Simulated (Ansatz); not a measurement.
Reaction (redistribution): `O[CH2][In]([F])[F]` + `C[Se]B(O)O` → `C[Se][In]([F])[F]` + `OCB(O)O`

Program: Ansatz. Geometries: PBE0-D4/def2-TZVP. ΔE: electronic, gas phase. CBS: MP2 limit from def2 TZ/QZ plus the TZ coupled-cluster correction, frozen cores. DFT in def2-TZVPP. B3LYP here is the variant with VWN-RPA as its local correlation; programs differ in this. def2 core potentials past Kr. For In, Se outer-core shells are correlated without core-valence functions, which leaves a few kJ/mol of doubt a bond. Scalar relativity is left out up to krypton. Each species was taken in one conformer, which may not be the lowest.

`O[CH2][In]([F])[F]`:

Cartesian coordinates in Å:
```
O 0.625 -0.997 -1.138
C -0.583 -0.628 -0.560
In -0.155 1.085 0.702
F 1.702 0.564 1.159
F -0.590 2.762 1.549
H 1.312 -1.022 -0.459
H -1.018 -1.394 0.090
H -1.292 -0.370 -1.344
```

`C[Se]B(O)O`:

Z-matrix (Å, degrees):
```
C
Se 1 1.950
H 1 1.088 2 106.7
H 1 1.087 2 109.7 3 -119.4
H 1 1.087 2 109.7 3 119.3
B 2 1.959 1 98.6 3 179.9
O 6 1.365 2 121.6 1 -180.0
O 6 1.358 2 119.2 1 -0.0
H 7 0.959 6 114.8 2 -0.0
H 8 0.963 6 111.7 2 -180.0
```

`C[Se][In]([F])[F]`:

```xyz
8

C     0.661    1.251   -0.594
Se   -0.697    0.057   -1.363
In   -0.877   -1.486    0.538
F     0.209   -1.216    2.126
F    -2.004   -3.044    0.737
H     1.580    0.708   -0.390
H     0.839    2.003   -1.361
H     0.288    1.728    0.308
```

`OCB(O)O`:

Z-matrix (Å, degrees):
```
C
B 1 1.580
O 1 1.425 2 107.6
H 1 1.099 2 109.9 3 -121.5
H 1 1.099 2 109.9 3 121.5
O 2 1.360 1 119.4 3 -179.9
O 2 1.358 1 120.0 3 0.1
H 3 0.959 1 109.7 2 -179.9
H 6 0.961 2 112.1 1 -180.0
H 7 0.965 2 109.5 1 -0.0
```

```csv
level,ΔE (kJ/mol),difference from CCSD(T)/CBS
PBE-D4,-69.5,17.1
r2SCAN-D4,-75.5,11.1
PBE0-D4,-82.5,4.1
B3LYP-D4,-82.2,4.4
ωB97X-V,-87.6,-1.0
ωB97M-V,-87.1,-0.5
B2PLYP,-84.5,2.1
PBE,-70.7,15.9
r2SCAN,-75.7,10.9
PBE0,-83.3,3.3
B3LYP,-84.3,2.3
HF/def2-TZVPP,-116.4,-29.8
MP2/def2-TZVPP,-79.4,7.2
SCS-MP2/def2-TZVPP,-83.5,3.1
CCSD/def2-TZVPP,-88.4,-1.8
CCSD(T)/def2-TZVPP,-83.1,3.5
HF/def2-QZVPP,-117.3,-30.7
MP2/def2-QZVPP,-81.6,5.0
SCS-MP2/def2-QZVPP,-85.9,0.7
HF/CBS(def2),-117.4,-30.8
MP2/CBS(def2),-82.8,3.8
CCSD/CBS(def2),-91.8,-5.2
CCSD(T)/CBS,-86.6,0
```

Largest T1 diagnostic among the species: 0.016.

In def2-TZVPP, CCSD(T) changes the Hartree–Fock value by +33.3 kJ/mol (the triples alone add +5.3 kJ/mol) and MP2 by +37.1 kJ/mol. From PBE to PBE0 (25 % exact exchange), in def2-TZVPP and without D4, ΔE moves by −12.7 kJ/mol.
